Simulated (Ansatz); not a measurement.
Pulling on the B1–H2 bond in BF2H (SMILES FBF) (multiplicity 1 held, fragments rigid). Energies count from the point at 1.187 Å.
Geometry at that point (charge 0, multiplicity 1):
```
atom    x (Å)    y (Å)    z (Å)
----  -------  -------  -------
B     -0.2354  -0.3854   0.0819
H     -0.8442  -1.3818   0.2937
F      0.8992  -0.1388   0.7049
F     -0.6746   0.5064  -0.7830
```

Signs of static correlation in cc-pVTZ, with CASSCF(2,2), from Ansatz (a program for electronic structure) runs.

| R (Å) | T1 of restricted CCSD | ⟨S²⟩ of UHF | largest double amplitude of restricted CCSD | weight of the CASSCF reference in MRCISD | CASSCF natural occupations |
|---|---|---|---|---|---|
| 0.949 | 0.013 | 0.000 | 0.021 | 0.914 | 1.99 0.01 |
| 1.068 | 0.013 | 0.000 | 0.021 | 0.914 | 1.99 0.01 |
| 1.187 | 0.013 | 0.000 | 0.028 | 0.914 | 1.98 0.02 |
| 1.305 | 0.013 | 0.000 | 0.030 | 0.914 | 1.98 0.02 |
| 1.424 | 0.013 | 0.000 | 0.041 | 0.914 | 1.97 0.03 |
| 1.602 | 0.014 | 0.000 | 0.076 | 0.914 | 1.95 0.05 |
| 1.780 | 0.014 | 0.000 | 0.119 | 0.914 | 1.92 0.08 |
| 2.077 | 0.017 | 0.466 | ? | 0.915 | 1.84 0.16 |
| 2.374 | 0.021 | 0.767 | 0.301 | 0.915 | 1.72 0.28 |
| 2.730 | 0.029 | 0.914 | ? | 0.916 | 1.54 0.46 |
| 3.204 | 0.040 | 0.978 | 0.612 | 0.916 | 1.31 0.69 |
| 3.798 | 0.050 | 0.998 | 0.776 | 0.917 | 1.14 0.86 |

### Question
Some entries are withheld; supply them.

### Answer

- 2.077, largest double amplitude of restricted CCSD: 0.202
- 2.730, largest double amplitude of restricted CCSD: 0.435

Doubts at one or more of the structures used: a restricted determinant that unrestricted orbitals would lower (R-CCSD(T)/cc-pVTZ); other coupled-cluster roots lie near (R-CCSD(T)/cc-pVTZ); T1 above 0.05 (R-CCSD(T)/cc-pVTZ, U-CCSD(T)/cc-pVTZ); a spin-contaminated determinant (U-CCSD(T)/cc-pVTZ).
